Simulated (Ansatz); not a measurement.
Isolated molecules relaxed with PBE0-D4/def2-TZVP in Ansatz; ΔE leaves out vibrations. CCSD(T)/CBS is the MP2 limit (def2-TZVPP, def2-QZVPP) plus CCSD(T) − MP2 in def2-TZVPP, frozen cores. DFT in def2-TZVPP. B3LYP here is the variant with VWN-RPA as its local correlation; programs differ in this. HSE06 is defined as in plane-wave codes. Elements past krypton have def2 core potentials. For Ge, I, Sn outer-core shells are correlated without core-valence functions, which leaves a few kJ/mol of doubt a bond. Scalar relativity is left out up to krypton.

Reaction (cleavage of the Sn–Ge bond): `[F][Sn]([F])([F])[GeH3]` + HI → `[F][Sn]([F])([F])[I]` + GeH₄

(1) Is it downhill or uphill in electronic energy at CCSD(T)/CBS, and by how much? (An estimate is asked.)

(2) What do these levels give: B97M-V, HSE06-D4, BLYP, B3LYP, r2SCANh, r2SCAN0, HSE06, HF/def2-TZVPP, CCSD(T)/def2-TZVPP, HF/def2-QZVPP, SCS-MP2/def2-QZVPP, MP2/CBS(def2)? (Estimate.)

Largest T1 diagnostic among the species: 0.014.

Answers

(1) Computed: Downhill: ΔE = -33.8 kJ/mol.

(2) Computed: B97M-V -38.6, HSE06-D4 -27.5, BLYP -21.0, B3LYP -24.3, r2SCANh -31.2, r2SCAN0 -31.4, HSE06 -26.9, HF/def2-TZVPP -41.7, CCSD(T)/def2-TZVPP -26.9, HF/def2-QZVPP -43.9, SCS-MP2/def2-QZVPP -36.5, MP2/CBS(def2) -38.4 kJ/mol.

From BLYP to BHLYP (50 % exact exchange), in def2-TZVPP and without D4, ΔE moves by −9.0 kJ/mol. In def2-TZVPP, CCSD(T) changes the Hartree–Fock value by +14.8 kJ/mol (the triples alone add −0.9 kJ/mol) and MP2 by +10.1 kJ/mol.
